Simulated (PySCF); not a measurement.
**Radial density of Be (beryllium, neutral)**

PW91, [He] 2s2, closed-shell 1S. Computed with PySCF 2.14 in dyall-acv3z (15s9p4d2f, 76 functions), with no relativity, point nucleus.

```csv
r (bohr),4πr²ρ (e/bohr)
0.00531,0.01214
0.00893,0.03337
0.0150,0.08987
0.0253,0.2342
0.0425,0.5771
0.0714,1.296
0.120,2.493
0.202,3.728
0.340,3.705
0.572,1.924
0.962,0.5580
1.62,0.7272
2.72,0.6545
4.58,0.1375
7.70,0.004125
```
